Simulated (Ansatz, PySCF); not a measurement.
System: SiH$_{2}$F$_{2}$, charge 0, singlet. SiH2F2 (difluorosilane, SMILES F[SiH2]F).
B3LYP-D3(BJ)/def2-TZVP minimum from Ansatz (a program for electronic structure):
```
Si
F 1 1.5916
F 1 1.5916 2 107.98
H 1 1.4696 2 108.50 3 -117.41
H 1 1.4696 4 114.67 2 121.46
```
Charge 0, spin multiplicity 1.

Atomisation energy term by term, kcal/mol (programs: Ansatz). UHF or UKS for unpaired electrons; spin-orbit terms are left out. Cores are frozen in correlated methods. Rows without X2C or -DK are non-relativistic. CBS(X,Y): correlation extrapolated as X^-3, Hartree-Fock from the larger set (Q,5: extrapolated as (X+1)exp(-9√X)). A bracket is a step between two methods taken in the basis named. 'core' is core correlation in cc-pwCVTZ (1s frozen past Ne), 'X2C' scalar relativity in cc-pVTZ-DK, both at CCSD(T). For partners of very few electrons the exact lower level stands in for a higher one.

```tsv
term	basis	kcal/mol
Hartree-Fock	CBS(cc-pV(Q+d)Z,cc-pV(5+d)Z)	341.48
CCSD correlation	CBS(cc-pV(Q+d)Z,cc-pV(5+d)Z)	100.56
(T)	CBS(cc-pV(Q+d)Z,cc-pV(5+d)Z)	5.78
CCSDT(Q) - CCSD(T)	cc-pV(T+d)Z	-0.23
core correlation	cc-pwCVTZ	-0.09
scalar relativity	X2C, cc-pVTZ-DK	-1.20
minus zero-point energy	harmonic, PySCF's Hessian at B3LYP-D3(BJ)/def2-TZVP	-14.41
sum: D0		431.9
```

The step beyond CCSD(T) by other levels: CCSDT(Q) in cc-pV(D+d)Z 0.40 kcal/mol.
